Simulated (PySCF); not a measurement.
Correlation energy of Kr³⁺ (krypton, charge +3)

[Ar] 3d10 4s2 4p3, high-spin 4S determinant. Computed with PySCF 2.14 in x2c-QZVPPall (11s8p5d4f1g, 97 functions), with scalar relativity by spin-free X2C-1e. Frozen: [Ar] 3d10; 5 electrons correlated.

```
  level  correlation energy (mhartree)
   CCSD                        -102.77
    (T)                          -2.64
CCSD(T)                        -105.41
```

Diagnostics: T1 = 0.0019, D1 = 0.0043, largest double amplitude 0.050.

Cost of the coupled-cluster step: roughly 15 core-seconds, for 5 correlated electrons.

Iterations:

```
CC2 = 0
CCSD nocc = (np.int64(4), np.int64(1)), nmo = (83, 83)
frozen orbitals [[0, 1, 2, 3, 4, 5, 6, 7, 8, 9, 10, 11, 12, 13], [0, 1, 2, 3, 4, 5, 6, 7, 8, 9, 10, 11, 12, 13]]
max_cycle = 100
direct = 0
conv_tol = 1e-08
conv_tol_normt = 1e-06
diis_space = 8
diis_start_cycle = 0
Init t2, MP2 energy = -0.0892349375617728
Init E_corr(UCCSD) = -0.0892349375948456
cycle = 1  E_corr(UCCSD) = -0.100128119370308  dE = -0.0108931818  norm(t1,t2) = 0.0273823
cycle = 2  E_corr(UCCSD) = -0.102108158995166  dE = -0.00198003962  norm(t1,t2) = 0.00705914
cycle = 3  E_corr(UCCSD) = -0.102787029127944  dE = -0.000678870133  norm(t1,t2) = 0.00226068
cycle = 4  E_corr(UCCSD) = -0.102773163625764  dE = 1.38655022e-05  norm(t1,t2) = 0.000227494
cycle = 5  E_corr(UCCSD) = -0.102772722796204  dE = 4.40829561e-07  norm(t1,t2) = 1.59051e-05
cycle = 6  E_corr(UCCSD) = -0.102772702393194  dE = 2.04030092e-08  norm(t1,t2) = 1.20822e-06
cycle = 7  E_corr(UCCSD) = -0.102772710366253  dE = -7.97305898e-09  norm(t1,t2) = 2.37573e-07
UCCSD converged
E(UCCSD) = -2785.781246784638  E_corr = -0.1027727103662534
UCCSD(T) correction = -0.00263749254175861
```
